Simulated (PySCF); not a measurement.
## Excitation energy of Nb²⁺ by level of theory

Nb²⁺ [Kr] 4d3 (4F) → Nb²⁺ [Kr] 4d2 5p1 (high-spin determinant), as a difference of total energies. All numbers are calculated (PySCF 2.14, a scalar-relativistic core potential, in def2-TZVPPD with the def2 core potential (28 electrons) (6s4p3d2f1g, 56 functions)). Correlated levels: valence and next inner shell: nothing frozen outside the core potential. The calculations carry no spin-orbit coupling.

```
                                method  excitation energy (eV)
                                   UHF                   8.073
    MP2 (valence and next inner shell)                   8.262
SCS-MP2 (valence and next inner shell)                   8.215
   CCSD (valence and next inner shell)                   8.214
CCSD(T) (valence and next inner shell)                   8.196
```

Q: How much does correlation contribute at CCSD(T) (valence and next inner shell)?

A: 8.196 − (8.073) = 0.123 eV, measured against UHF.

The determinant of the upper state mixes LS terms, which raises its energy above the lowest term, most at the Hartree-Fock and MP2 levels.
